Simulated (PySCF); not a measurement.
Si(Br)(Me) (CH3BrSi), SMILES C[Si]Br (connectivity only; charge and spin as stated), neutral, multiplicity 1. Atoms are numbered in the order given.

```xyz
6

Si     0.8369     1.0840     0.0000
Br    -0.1104    -0.9952     0.0000
C     -0.7610     2.1172     0.0000
H     -0.5351     3.1941     0.0000
H     -1.3753     1.8795    -0.8845
H     -1.3753     1.8795     0.8845
```
Charge 0, spin multiplicity 1.

Coordinates come from a PBE-D3(BJ)/def2-TZVP optimisation.

Method: PBE0/pcSseg-2 (PySCF).

GIAO shieldings, no solvent; atoms alike by connectivity are averaged. δ = σ(ref) − σ: ²⁹Si against TMS (σ = 341.9 ppm); ¹³C against TMS (σ = 186.1 ppm); ¹H against TMS (σ = 31.54 ppm), references at their B3LYP-D3(BJ)/def2-TZVP geometries, non-relativistic (without spin–orbit terms, shifts of atoms bonded to Cl or Br come out too high).

**Question.** Estimate the chemical shifts. (Estimate from the structure and the level; the computed values follow.)

**Answer.** 
```json
[
 {"nucleus": "²⁹Si", "atoms": "Si1", "count": "1", "δ (ppm)": "630.3"},
 {"nucleus": "¹³C", "atoms": "C3", "count": "1", "δ (ppm)": "47.7"},
 {"nucleus": "¹H", "atoms": "H4, H5, H6", "count": "3", "δ (ppm)": "2.01"}
]
```
